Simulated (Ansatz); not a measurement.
`[Cl][In]([Cl])[I]` + CH₃OH → `C[O][In]([Cl])[Cl]` + HI at 700 K and 1 bar (ligand exchange at the In–I bond).

Isolated molecules relaxed with PBE0-D4/def2-TZVP in Ansatz; ΔE leaves out vibrations. CCSD(T)/CBS adds triple-zeta CCSD(T) − MP2 to the extrapolated MP2 energy (def2 sets, frozen cores). This one scheme is used for every species. def2 core potentials past Kr. For I, In outer-core shells are correlated without core-valence functions, which leaves a few kJ/mol of doubt a bond. One conformer a species, not always the lowest.

| species | CCSD(T)/CBS energy (Eh) | H − E (kJ/mol) | S (J/(mol·K)) |
| --- | --- | --- | --- |
| `[Cl][In]([Cl])[I]` | -1406.96832 | 58.9 | 438.3 |
| CH₃OH | -115.61712 | 170.8 | 288.5 |
| `C[O][In]([Cl])[Cl]` | -1224.50245 | 186.4 | 504.0 |
| HI | -298.03592 | 34.6 | 231.7 |

H − E and S are ideal-gas, rigid-rotor, harmonic terms from PBE0-D4/def2-TZVP, for one conformer and one mirror image of each species. 1 Eh = 2625.50 kJ/mol, R = 8.31446 J/(mol·K).

Q: By hand: ΔE, ΔH, ΔS and ΔG.

A: ΔE = (-1224.50245) + (-298.03592) − (-1406.96832) − (-115.61712) = 0.04707 Eh = 123.6 kJ/mol. Δ(H − E) = 186.4 + 34.6 − 58.9 − 170.8 = -8.7, so ΔH = 114.9 kJ/mol. ΔS = 504.0 + 231.7 − 438.3 − 288.5 = 8.9 J/(mol·K). ΔG = 114.9 − 700 × (8.9)/1000 = 108.7 kJ/mol.

Q: By hand: the equilibrium constant, and the temperature at which ΔG would vanish if ΔH and ΔS stayed fixed.

A: log₁₀ K = −ΔG/(RT ln 10) = -8.1. ΔG = 0 at ΔH/ΔS = 12910 K, far beyond where these terms or the molecules hold.

The number of gas molecules stays the same, so ΔS is small and ΔH decides. A doubt of 5 kJ/mol in ΔE shifts log₁₀ K by 0.4 here. Other conformers and mirror images would add mixing entropy, several J/(mol·K) or more a flexible species. Modes under 60 cm⁻¹, often nearly free rotors, make the harmonic entropy too high. These are equilibria of isolated gas molecules and say nothing of rates. Largest T1 diagnostic: 0.015 (customary marks: 0.02 for closed shells, 0.045 for open ones).
